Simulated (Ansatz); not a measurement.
Reactions of `S[Si](Cl)(Cl)Cl`.

Computed with Ansatz on PBE0-D4/def2-TZVP structures; ΔE is electronic, products minus reactants. CCSD(T)/CBS adds triple-zeta CCSD(T) − MP2 to the extrapolated MP2 energy (def2 sets, frozen cores). This one scheme is used for every species, atoms too. DFT in def2-TZVPP. No spin–orbit coupling; open shells (•) take unrestricted orbitals. Spin–orbit coupling would lower the free atoms: a little for F. def2 core potentials past Kr. Bonds to Sn are less sure, by a few kJ/mol each and by 10 to 20 or more in all where they break to atoms, as the def2 sets lack core-valence functions. Each species was taken in one conformer, which may not be the lowest.

```csv
reaction,CCSD(T)/CBS(def2) (kJ/mol)
`S[Si](Cl)(Cl)Cl` + F• → `[S][Si](Cl)(Cl)Cl`• + H–F,-194
`S[Si](Cl)(Cl)Cl` + CH₃OH → `CO[Si](Cl)(Cl)Cl` + H₂S,?
`S[Si](Cl)(Cl)Cl` + H₂ → `Cl[SiH](Cl)Cl` + H₂S,37
`S[Si](Cl)(Cl)Cl` + `[CH3]`• → `[S][Si](Cl)(Cl)Cl`• + CH₄,-71
`S[Si](Cl)(Cl)Cl` + `N=C=O` → `O=C=N[Si](Cl)(Cl)Cl` + H₂S,-35
`S[Si](Cl)(Cl)Cl` + `O[SiH3]` → `[SiH3]O[Si](Cl)(Cl)Cl` + H₂S,-71
`S[Si](Cl)(Cl)Cl` + `C=C[CH2][SnH3]` → `Cl[Si](Cl)(Cl)[SnH3]` + `C=CCS`,68
`S[Si](Cl)(Cl)Cl` + `[OH]`• → `[S][Si](Cl)(Cl)Cl`• + H₂O,?
```

(1) Fill in the missing values. (An estimate is asked.)

Largest T1 diagnostic: 0.018, for `N=C=O`.

## Answers

(1) Ansatz gave: `S[Si](Cl)(Cl)Cl` + CH₃OH → `CO[Si](Cl)(Cl)Cl` + H₂S: -57.3 kJ/mol; `S[Si](Cl)(Cl)Cl` + `[OH]`• → `[S][Si](Cl)(Cl)Cl`• + H₂O: -128.1 kJ/mol.
